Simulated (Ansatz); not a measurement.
C2H4BN (`CB1C=N1`), relaxed with RKS PBE-D4/def2-SVP in the Gaussian-basis code of Ansatz from a rough embedded geometry. The force threshold is 0.03 eV/Å; the program also tests the step.

The species carries charge 0 and has multiplicity 1.

Start:

```xyz
8

C     0.537    0.765   -0.721
B     0.049   -0.400    0.194
C    -0.947   -1.003    1.048
N     0.169   -1.597    0.871
H    -0.238    1.241   -1.273
H     1.360    0.371   -1.443
H     1.064    1.552   -0.099
H    -1.994   -0.929    1.422
```

```
step  energy (eV)  largest force (eV/Å)  largest move (Å)
   1   -4294.8843                 4.391             0.000
   2   -4295.3172                 1.800             0.121
   3   -4295.5354                 0.583             0.199
   4   -4295.5394                 0.514             0.113
   5   -4295.5582                 0.183             0.062
   6   -4295.5593                 0.040             0.007
   7   -4295.5595                 0.022             0.006
```

End:

```xyz
8

C     0.598    0.777   -0.764
B    -0.084   -0.264    0.162
C    -1.060   -0.932    1.024
N     0.115   -1.513    0.883
H    -0.118    1.343   -1.391
H     1.375    0.320   -1.410
H     1.115    1.520   -0.118
H    -1.942   -1.250    1.614
```

Hardware: 2 threads of an Arm Neoverse V2 on a shared host. Wall time 6.5 s, peak host memory 0.13 GiB.
